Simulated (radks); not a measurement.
The krypton ion Kr+ is in [Ar] 3d10 4s2 4p(1/2: 2, 3/2: 3). Method: Dirac Kohn-Sham, BLYP, spin-unpolarised, spherical densities, finite nucleus; Fermi nuclear charge, rms radius of each element as measured or else 0.836 A^(1/3) + 0.57 fm; computed with a radial shooting solver on a logarithmic mesh with Libxc functionals. Sub-shells are occupied by j as written (lower j first in brackets). One electron is removed from 4p1/2, 4p3/2, 4s1/2, 3d5/2 in turn, with full relaxation. Which removal costs least, and what does each cost?

Answer. 4p3/2 24.722 eV; 4p1/2 25.532 eV; 4s1/2 40.166 eV; 3d5/2 106.08 eV. The 4p3/2 electron leaves first.
